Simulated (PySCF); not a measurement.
A geometry optimisation, step by step.

Compound: C5H13BP2Si.
Atom-mapped SMILES: `[CH3:1][C:2]#[C:3][Si@@H:4]([PH2:5])[PH:6][B:7]([CH3:8])[CH3:9]` (hydrogens: H10, H11, H12 on C1; H13 on Si4; H14, H15 on P5; H16 on P6; H17, H18, H19 on C8; H20, H21, H22 on C9)

Method: PBE0-D3(BJ)/def2-SVP geometry optimisation, gas phase (PySCF); density fitting, grid level 1; the optimiser is geomeTRIC in internal coordinates, started from a GFN2-xTB structure. 6 of its 24 geometries are shown. The frame can shift and turn from step to step; on so coarse a grid that alone can change the energy by a few meV, and forces under 0.02 eV/Å are noise.

Step 0: E = -32498.0876 eV, largest atomic force 1.881 eV/Å
```
atom  x, y, z in Å  |  force x, y, z in eV/Å
C1      4.808    0.891    0.094   -0.358  -0.125  -0.047
C2      3.439    0.515   -0.168    0.974   0.321   0.160
C3      2.293    0.214   -0.398   -1.762  -0.585  -0.304
Si4     0.550   -0.334   -0.687    0.814   0.129   0.299
P5      0.346   -2.583   -0.658   -1.312   0.062  -0.433
P6     -0.657    0.602    0.959    0.297  -0.787   0.416
B7     -2.385    0.284    0.299   -0.844  -0.126  -0.378
C8     -2.905   -1.201    0.195    0.552   0.272   0.205
C9     -3.325    1.497   -0.081    0.178  -0.433   0.197
H10     5.121    0.501    1.063    0.229  -0.087   0.323
H11     5.460    0.486   -0.679    0.330  -0.082  -0.211
H12     4.900    1.977    0.104    0.154   0.376   0.019
H13     0.193    0.082   -2.060   -0.196   0.144  -0.246
H14     0.810   -2.723    0.637    0.277  -0.048   1.027
H15     1.602   -2.790   -1.193    0.989  -0.121  -0.548
H16    -0.474    1.908    0.539    0.217   0.965  -0.241
H17    -3.163   -1.443   -0.837   -0.129  -0.019  -0.467
H18    -2.184   -1.948    0.531    0.152  -0.273   0.074
H19    -3.819   -1.344    0.772   -0.433   0.080   0.236
H20    -4.345    1.205   -0.321   -0.410  -0.173  -0.082
H21    -3.369    2.228    0.727    0.029   0.322   0.330
H22    -2.928    2.035   -0.943    0.253   0.189  -0.331
```

Step 5: E = -32498.2717 eV, largest atomic force 0.141 eV/Å
```
atom  x, y, z in Å  |  force x, y, z in eV/Å
C1      4.845    0.977    0.122   -0.031  -0.025   0.008
C2      3.503    0.473   -0.103    0.017   0.026  -0.007
C3      2.373    0.056   -0.296   -0.017  -0.018  -0.005
Si4     0.683   -0.585   -0.552    0.139   0.022  -0.004
P5      0.559   -2.825   -0.223   -0.074   0.017   0.003
P6     -0.626    0.372    1.004   -0.087  -0.051  -0.004
B7     -2.350    0.222    0.191   -0.013   0.037  -0.016
C8     -2.908   -1.179   -0.243    0.027   0.075  -0.060
C9     -3.221    1.523    0.022    0.031  -0.054   0.046
H10     5.202    0.710    1.129    0.005   0.001   0.003
H11     5.552    0.557   -0.610    0.006  -0.002  -0.003
H12     4.874    2.074    0.032    0.004   0.009   0.000
H13     0.298   -0.311   -1.971   -0.061  -0.004   0.015
H14     1.182   -2.720    1.056    0.026  -0.014   0.035
H15     1.785   -3.077   -0.910    0.038  -0.015  -0.030
H16    -0.310    1.733    0.730    0.032   0.031   0.000
H17    -3.126   -1.121   -1.327   -0.009  -0.030   0.004
H18    -2.265   -2.052   -0.071   -0.005  -0.014   0.023
H19    -3.888   -1.347    0.235   -0.005  -0.026   0.016
H20    -4.269    1.326   -0.251   -0.009   0.006   0.001
H21    -3.200    2.150    0.929   -0.009   0.020  -0.011
H22    -2.772    2.141   -0.775   -0.006   0.007  -0.014
```

Step 9: E = -32498.2803 eV, largest atomic force 0.036 eV/Å
```
atom  x, y, z in Å  |  force x, y, z in eV/Å
C1      4.773    1.041    0.073    0.001   0.001  -0.001
C2      3.448    0.483   -0.117    0.000   0.000  -0.002
C3      2.333    0.013   -0.277    0.008   0.003   0.009
Si4     0.665   -0.698   -0.453   -0.036  -0.004  -0.003
P5      0.589   -2.924   -0.036   -0.005  -0.003  -0.003
P6     -0.667    0.254    1.093    0.019  -0.009   0.025
B7     -2.336    0.246    0.169   -0.007   0.001  -0.001
C8     -2.898   -1.105   -0.401    0.006  -0.011   0.000
C9     -3.158    1.582    0.046   -0.002   0.004  -0.003
H10     5.151    0.819    1.083    0.001   0.000   0.001
H11     5.486    0.623   -0.655    0.000  -0.001  -0.001
H12     4.763    2.135   -0.053   -0.001   0.000  -0.001
H13     0.194   -0.502   -1.859    0.012   0.002  -0.006
H14     1.362   -2.798    1.157    0.003   0.001   0.005
H15     1.718   -3.224   -0.861    0.004   0.002  -0.005
H16    -0.246    1.606    0.940   -0.003   0.007  -0.004
H17    -3.070   -0.982   -1.486   -0.003   0.005  -0.002
H18    -2.279   -2.001   -0.251    0.000   0.005  -0.005
H19    -3.897   -1.295    0.029    0.000   0.003   0.002
H20    -4.211    1.431   -0.237   -0.001   0.000   0.005
H21    -3.115    2.197    0.959    0.006   0.003  -0.002
H22    -2.687    2.195   -0.745   -0.001  -0.007  -0.007
```

Step 14: E = -32498.2828 eV, largest atomic force 0.039 eV/Å
```
atom  x, y, z in Å  |  force x, y, z in eV/Å
C1      4.759    1.016    0.079    0.004   0.006  -0.001
C2      3.430    0.462   -0.097   -0.002  -0.006   0.001
C3      2.312   -0.002   -0.246   -0.007   0.003  -0.014
Si4     0.634   -0.689   -0.433    0.028  -0.012   0.011
P5      0.545   -2.933   -0.125    0.018   0.003  -0.003
P6     -0.661    0.217    1.172   -0.026   0.016  -0.025
B7     -2.317    0.253    0.214    0.020  -0.006   0.012
C8     -2.921   -1.090   -0.333   -0.007   0.007  -0.021
C9     -3.076    1.612    0.009    0.001   0.009   0.003
H10     5.164    0.763    1.071   -0.002  -0.002  -0.002
H11     5.454    0.624   -0.681   -0.001  -0.001   0.003
H12     4.744    2.113   -0.011    0.001  -0.003   0.001
H13     0.158   -0.424   -1.826   -0.007   0.005   0.007
H14     1.369   -2.877    1.040   -0.010   0.001  -0.009
H15     1.637   -3.193   -1.011   -0.009   0.000   0.011
H16    -0.229    1.569    1.029   -0.004  -0.012   0.007
H17    -3.144   -0.973   -1.410   -0.002  -0.004   0.007
H18    -2.314   -1.997   -0.200    0.003  -0.003   0.000
H19    -3.902   -1.257    0.147    0.006   0.000   0.008
H20    -4.160    1.495   -0.144    0.000  -0.002   0.003
H21    -2.895    2.359    0.796    0.002  -0.001   0.000
H22    -2.669    2.049   -0.924   -0.005   0.001   0.001
```

Step 18: E = -32498.2847 eV, largest atomic force 0.023 eV/Å
```
atom  x, y, z in Å  |  force x, y, z in eV/Å
C1      4.824    0.924    0.089   -0.002  -0.002  -0.002
C2      3.481    0.416   -0.118    0.000   0.001   0.008
C3      2.351   -0.011   -0.289    0.003   0.007  -0.001
Si4     0.662   -0.664   -0.493   -0.017  -0.004   0.006
P5      0.530   -2.902   -0.160   -0.007   0.003  -0.005
P6     -0.641    0.266    1.090    0.009  -0.001   0.003
B7     -2.325    0.289    0.196   -0.010   0.000   0.001
C8     -2.938   -1.051   -0.350    0.006  -0.004   0.004
C9     -3.130    1.634    0.076    0.007   0.001  -0.022
H10     5.192    0.661    1.093    0.001   0.000   0.000
H11     5.524    0.504   -0.650    0.000  -0.001  -0.001
H12     4.850    2.021   -0.005    0.000   0.000  -0.001
H13     0.202   -0.395   -1.890    0.004  -0.006  -0.005
H14     1.299   -2.833    1.041    0.002  -0.003   0.005
H15     1.658   -3.194   -0.988    0.004   0.001  -0.005
H16    -0.220    1.620    0.949    0.006   0.003   0.002
H17    -3.341   -0.900   -1.366   -0.005   0.002   0.000
H18    -2.278   -1.930   -0.356    0.000   0.002  -0.003
H19    -3.815   -1.296    0.277    0.000   0.000   0.003
H20    -4.222    1.487    0.100   -0.001  -0.001   0.002
H21    -2.848    2.414    0.798   -0.001  -0.002   0.006
H22    -2.896    2.036   -0.929   -0.001   0.004   0.005
```

Step 23: E = -32498.2849 eV, largest atomic force under 0.02 eV/Å
```
atom  x, y, z in Å  |  force x, y, z in eV/Å
C1      4.819    0.902    0.082    0.004   0.004   0.000
C2      3.476    0.393   -0.119   -0.002  -0.001  -0.006
C3      2.346   -0.034   -0.291   -0.002  -0.001  -0.001
Si4     0.653   -0.677   -0.496    0.006  -0.007   0.000
P5      0.506   -2.918   -0.191    0.008   0.001   0.003
P6     -0.630    0.256    1.100   -0.006   0.004  -0.001
B7     -2.316    0.308    0.205    0.005  -0.004  -0.002
C8     -2.950   -1.026   -0.330   -0.006  -0.003  -0.004
C9     -3.100    1.663    0.079   -0.007   0.005   0.007
H10     5.195    0.638    1.083   -0.001  -0.002  -0.001
H11     5.515    0.485   -0.662    0.000  -0.001   0.002
H12     4.842    1.999   -0.010    0.000  -0.002   0.001
H13     0.193   -0.400   -1.892    0.000   0.006   0.002
H14     1.282   -2.879    1.007   -0.003   0.002  -0.006
H15     1.627   -3.203   -1.032   -0.006   0.000   0.003
H16    -0.188    1.604    0.963   -0.004  -0.004   0.002
H17    -3.401   -0.869   -1.325    0.000   0.000   0.003
H18    -2.293   -1.906   -0.370    0.002   0.001  -0.002
H19    -3.797   -1.276    0.337    0.004   0.002   0.003
H20    -4.193    1.531    0.100    0.002   0.001  -0.003
H21    -2.811    2.439    0.803    0.002  -0.001   0.000
H22    -2.857    2.064   -0.924    0.004   0.000   0.000
```

**Question.** Summarise the path.

**Answer.** The energy falls by 19.03 kJ/mol from step 0 to step 23; nine tenths of that is first reached at step 5. It never rises by more than 0.2 meV. The largest force goes from 1.881 to under 0.02 eV/Å. Among the bonds P5–H15 changes most, from 1.381 to 1.430 Å; the atoms move by 0.437 Å rms after alignment.

**Question.** Follow the three bonds and two angles with the largest change from start to end.

**Answer.** 
```csv
step,E above end (kJ/mol),largest force (eV/Å),P5–H15 (Å),P5–H14 (Å),P6–H16 (Å),P5–Si4–P6 (°),B7–C9–H22 (°)
0,19.03,1.881,1.381,1.383,1.384,110.9,110.6
1,4.24,0.282,1.440,1.439,1.435,109.0,109.0
2,3.25,0.075,1.430,1.430,1.428,109.0,108.9
3,2.71,0.101,1.425,1.425,1.423,108.5,108.7
4,2.08,0.143,1.424,1.424,1.422,107.9,108.6
5,1.28,0.141,1.427,1.426,1.424,106.8,108.3
6,0.79,0.102,1.430,1.429,1.426,106.1,108.2
7,0.56,0.044,1.431,1.429,1.426,105.6,108.0
8,0.49,0.030,1.430,1.429,1.426,105.5,107.9
9,0.44,0.036,1.429,1.428,1.425,105.6,107.7
10,0.39,0.050,1.428,1.427,1.424,105.8,107.4
11,0.34,0.052,1.428,1.427,1.424,106.1,107.0
12,0.30,0.044,1.429,1.427,1.425,106.4,106.5
13,0.27,0.032,1.429,1.428,1.426,106.4,106.1
14,0.20,0.039,1.430,1.428,1.427,106.2,105.9
15,0.11,0.051,1.431,1.429,1.427,105.9,105.8
16,0.04,0.053,1.430,1.429,1.426,105.6,105.7
17,0.00,0.039,1.430,1.428,1.425,105.6,105.7
18,0.01,0.023,1.429,1.428,1.425,105.7,105.8
19,0.03,under 0.02,1.429,1.428,1.425,105.9,105.9
20,0.03,under 0.02,1.429,1.428,1.425,106.0,106.0
21,0.02,under 0.02,1.429,1.428,1.425,106.1,106.0
22,0.01,under 0.02,1.430,1.428,1.425,106.1,106.0
23,0.00,under 0.02,1.430,1.428,1.425,106.1,106.0
```

The cost below is that of the whole optimisation. The run took 9.5 min on one thread of an Arm Neoverse V2, shared host, and the process peaked at 0.97 GiB of memory.
